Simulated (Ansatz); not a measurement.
Computed with Ansatz on PBE0-D4/def2-TZVP structures; ΔE is electronic, products minus reactants. CCSD(T)/CBS is the MP2 limit (def2-TZVPP, def2-QZVPP) plus CCSD(T) − MP2 in def2-TZVPP, frozen cores. Functionals use def2-TZVPP. B3LYP here is the variant with VWN-RPA as its local correlation; programs differ in this. HSE06 is defined as in plane-wave codes. One conformer a species, not always the lowest.

Reaction (ligand exchange at the Si–S bond): `OBS[SiH3]` + `CSS` → `CSS[SiH3]` + `OBS`

| level | ΔE (kJ/mol) | difference from CCSD(T)/CBS |
| --- | --- | --- |
| LDA (SPW92) | -3.6 | 4.5 |
| PBE-D4 | -6.0 | 2.1 |
| revPBE-D4 | -7.0 | 1.1 |
| BLYP-D4 | -7.4 | 0.7 |
| r2SCAN-D4 | -6.5 | 1.6 |
| B97M-V | -6.0 | 2.1 |
| PBE0-D4 | -6.5 | 1.6 |
| B3LYP-D4 | -7.6 | 0.5 |
| r2SCANh-D4 | -6.6 | 1.5 |
| r2SCAN0-D4 | -6.8 | 1.3 |
| HSE06-D4 | -6.6 | 1.5 |
| BHLYP-D4 | -8.4 | -0.3 |
| ωB97X-V | -7.3 | 0.8 |
| ωB97M-V | -7.7 | 0.4 |
| B2PLYP | -7.0 | 1.1 |
| PBE | -4.5 | 3.6 |
| revPBE | -4.9 | 3.2 |
| BLYP | -4.8 | 3.3 |
| r2SCAN | -6.0 | 2.1 |
| PBE0 | -5.2 | 2.9 |
| B3LYP | -5.3 | 2.8 |
| r2SCANh | -6.1 | 2.0 |
| r2SCAN0 | -6.3 | 1.8 |
| HSE06 | -5.2 | 2.9 |
| BHLYP | -6.0 | 2.1 |
| CAM-B3LYP | -5.8 | 2.3 |
| LC-ωPBE | -6.5 | 1.6 |
| HF/def2-SVP | -12.3 | -4.2 |
| MP2/def2-SVP | -13.8 | -5.7 |
| CCSD/def2-SVP | -12.9 | -4.8 |
| CCSD(T)/def2-SVP | -12.9 | -4.8 |
| HF/def2-TZVPP | -8.1 | 0.0 |
| MP2/def2-TZVPP | -9.4 | -1.3 |
| SCS-MP2/def2-TZVPP | -9.4 | -1.3 |
| CCSD/def2-TZVPP | -8.1 | 0.0 |
| CCSD(T)/def2-TZVPP | -8.1 | 0.0 |
| HF/def2-QZVPP | -7.7 | 0.4 |
| SCS-MP2/def2-QZVPP | -9.2 | -1.1 |
| HF/CBS(def2) | -7.6 | 0.5 |
| MP2/CBS(def2) | -9.5 | -1.4 |
| CCSD(T)/CBS | -8.1 | 0 |

Largest T1 diagnostic among the species: 0.014.

At CCSD(T), def2-SVP lies −4.8 kJ/mol from the extrapolated value and def2-TZVPP +0.0 kJ/mol. Leaving LDA and LC-ωPBE aside and taking each functional with its dispersion term where it has one, the values spread over 2.5 kJ/mol, from BHLYP-D4 to PBE-D4.
